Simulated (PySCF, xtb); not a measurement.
C₄H₅Br, SMILES C=C=C(C)Br.

Harmonic wavenumbers (cm⁻¹) from GFN2-xTB (xtb) at its own minimum, in rising order: 127, 155, 236, 264, 363, 389, 557, 581, 866, 927, 956, 1040, 1065, 1300, 1395, 1437, 1459, 1474, 2076, 3001, 3015, 3038, 3071, 3079.

Q: What does PySCF with B3LYP-D3(BJ)/def2-SVP give at its own minimum? (The exact figures need the calculation; the answer reports its results.)

A: 150, 188, 239, 281, 428, 451, 596, 609, 889, 919, 1000, 1046, 1079, 1282, 1390, 1442, 1446, 1476, 2077, 3031, 3109, 3109, 3135, 3194. Paired by order, the mean absolute difference is 33 cm⁻¹ and the zero-point energies are 45.6 and 46.6 kcal/mol.
